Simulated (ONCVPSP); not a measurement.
## Sc (Z = 21): one change to an ONCV potential, before and after

```json
{
 "Element": "Sc",
 "Generator": "ONCVPSP 4.0.1",
 "Type": "optimised norm-conserving Vanderbilt (ONCV)",
 "Functional": "LDA (Perdew-Wang 92)",
 "Relativity": "scalar-relativistic",
 "Frozen core": "[Ne] 3s2",
 "Valence charge": "9",
 "Reference configuration": "3p6 3d1 4s2",
 "Partial waves": "4s: rc 3.15 bohr, ncon 3, nbas 7, qcut 2.4 1/bohr, 2 projectors, debl 0.9 Ha; 3p: rc 1.15 bohr, ncon 3, nbas 7, qcut 6.7 1/bohr, 2 projectors, debl 0.6 Ha; 3d: rc 1.55 bohr, ncon 4, nbas 8, qcut 8.2 1/bohr, 2 projectors, debl 0.7 Ha",
 "Local potential": "polynomial inside 0.90 bohr (lpopt 2, dvloc0 0 Ha)",
 "Core correction": "Teter function, fcfact 5, rcfact 1.45"
}
```

In the p channel the program set the typed energies aside and used -1.234, 0.250 Ha.

Change: s: qcut 2.8.

Cutoffs: the cutoffs (Ha) at which the residual kinetic energy of the hardest occupied pseudo-wave falls to 1 and 0.1 mHa per electron; they do not see the model core or the augmentation charge, which bear on the density cutoff. Errors are all-electron minus pseudo energies relative to the spin-unpolarised reference configuration.

Task: How do hardness, ghosts and transferability respond?

Result: The potential gets neither clearly harder nor softer (29 Ha and 44 Ha → 29 Ha and 44 Ha); both files keep a bound ghost (s); of the 3 tests that both files solve, the error grows in 1 and shrinks in 2 by more than 15 % and 0.3 meV (median size 6.2 → 2.9 meV).

```tsv
quantity	base	changed
cutoff, loose	29 Ha	29 Ha
cutoff, tight	44 Ha	44 Ha
loose cutoff by channel	s 2.1 Ha, p 16 Ha, d 29 Ha	s 2.4 Ha, p 16 Ha, d 29 Ha
bound ghosts	s	s
GHOST(+) flags under 300 eV	none	none
tests with a reliable result	3 of 4	3 of 4
error for 3p6 3d1 4s1, meV [ΔE 7.06 eV]	-2.2	-1.6
error for 3p6 3d1 4s0, meV [ΔE 20.02 eV]	-11	-2.9
error for 3p6 3d0 4s2 4p1, meV [ΔE 3.63 eV]	-6.2	-19
s: phases at 3.20 bohr within 0.05 rad from the reference energy up to (Ha; the scan ends near 5)	n/a	n/a
p: phases at 1.16 bohr within 0.05 rad from the reference energy up to (Ha; the scan ends near 5)	to the end of the scan	to the end of the scan
d: phases at 1.57 bohr within 0.05 rad from the reference energy up to (Ha; the scan ends near 5)	to the end of the scan	to the end of the scan
rms error of d²Exc/dni dnj with the model core, mHa	2.74	2.75
```

 A true bound ghost makes a file unfit for plane-wave use even where its test errors are small: the radial tests pick states by their node count and pass the ghost by.
